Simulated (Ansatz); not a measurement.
Consider the ligand exchange at a Ga–O bond: `[F][Ga]([F])[O][SiH3]` + H–F → `[F][Ga]([F])[F]` + `O[SiH3]`.

Isolated molecules relaxed with PBE0-D4/def2-TZVP in Ansatz; ΔE leaves out vibrations. CCSD(T)/CBS adds triple-zeta CCSD(T) − MP2 to the extrapolated MP2 energy (def2 sets, frozen cores). This one scheme is used for every species. Functionals use def2-TZVPP. HSE06 is defined as in plane-wave codes. For Ga outer-core shells are correlated without core-valence functions, which leaves a few kJ/mol of doubt a bond. Scalar relativity is left out up to krypton. Each species was taken in one conformer, which may not be the lowest.

`[F][Ga]([F])[O][SiH3]`:

Z-matrix (Å, degrees):
```
Si
O 1 1.645
H 1 1.482 2 107.5
H 1 1.486 2 110.5 3 -119.7
H 1 1.486 2 110.4 3 119.7
Ga 2 1.744 1 138.9 3 177.2
F 6 1.728 2 120.7 1 179.8
F 6 1.733 2 122.0 1 -0.2
```

H–F:

Z-matrix (Å, degrees):
```
F
H 1 0.920
```

`[F][Ga]([F])[F]`:

Cartesian coordinates in Å:
```
F 0.153 -1.717 0.035
Ga 0.000 0.000 0.000
F -0.512 0.848 1.411
F 0.359 0.869 -1.445
```

`O[SiH3]`:

Z-matrix (Å, degrees):
```
Si
O 1 1.648
H 1 1.489 2 111.7
H 1 1.489 2 111.7 3 120.9
H 1 1.481 2 105.9 3 -119.6
H 2 0.957 1 117.9 3 -60.5
```

```
             level  ΔE (kcal/mol)  difference from CCSD(T)/CBS
            B97M-V           -3.1                         -3.8
           PBE0-D4           -1.1                         -1.8
        r2SCANh-D4           -1.8                         -2.5
        r2SCAN0-D4           -1.2                         -1.9
          HSE06-D4           -1.1                         -1.8
      CAM-B3LYP-D4           -1.5                         -2.2
            B2PLYP           -1.8                         -2.5
            r2SCAN           -2.5                         -3.2
              PBE0           -2.0                         -2.7
           r2SCANh           -2.1                         -2.8
RPA@PBE/def2-TZVPP           -0.2                         -0.9
       HF/def2-SVP           -1.3                         -2.0
      MP2/def2-SVP           -1.3                         -2.0
    MP2/def2-QZVPP            0.6                         -0.1
SCS-MP2/def2-QZVPP           -0.2                         -0.9
      HF/CBS(def2)           -2.2                         -2.9
       CCSD(T)/CBS            0.7                            0
```

Largest T1 diagnostic among the species: 0.015.

From PBE to PBE0 (25 % exact exchange), in def2-TZVPP and without D4, ΔE moves by +1.2 kcal/mol. In def2-TZVPP, CCSD(T) changes the Hartree–Fock value by +1.9 kcal/mol (the triples alone add +0.1 kcal/mol) and MP2 by +2.1 kcal/mol. The D4 term adds +1.7 kcal/mol with B3LYP and +1.0 kcal/mol with PBE0; it sums over pairs of atoms, weighted by their polarisabilities, and B3LYP, whose exchange is more repulsive, gets the larger term.

B3LYP here is the variant with VWN-RPA as its local correlation; programs differ in this.
